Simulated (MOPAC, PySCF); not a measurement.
Species: isocyanic acid, CHNO, charge 0, multiplicity 1. SMILES: N=C=O
Structure (B3LYP-D3(BJ)/def2-TZVP (Ansatz) minimum search):
```
C
O 1 1.1640
N 1 1.2097 2 172.93
H 3 1.0049 1 125.93 2 -180.00
```
Charge 0, spin multiplicity 1.

Unscaled harmonic wavenumbers (cm⁻¹) in rising order, each level at the stationary point that it reaches from this structure (no distance between atoms moves by over 0.3 Å); the order of modes can differ between levels, and a negative number is imaginary. B3LYP-D3(BJ)/def2-TZVP (PySCF, at the structure above): 574, 639, 789, 1338, 2334, 3675.

PM6 (MOPAC): 512, 539, 824, 1376, 2264, 2803. Zero-point energy 11.9 against 13.4 kcal/mol; where all levels lie over 400 cm⁻¹, the wavenumbers are on average 0.923 times those of B3LYP-D3(BJ)/def2-TZVP.

PM7 (MOPAC): 503, 531, 792, 1410, 2348, 2818. Zero-point energy 12.0 against 13.4 kcal/mol; where all levels lie over 400 cm⁻¹, the wavenumbers are on average 0.923 times those of B3LYP-D3(BJ)/def2-TZVP.
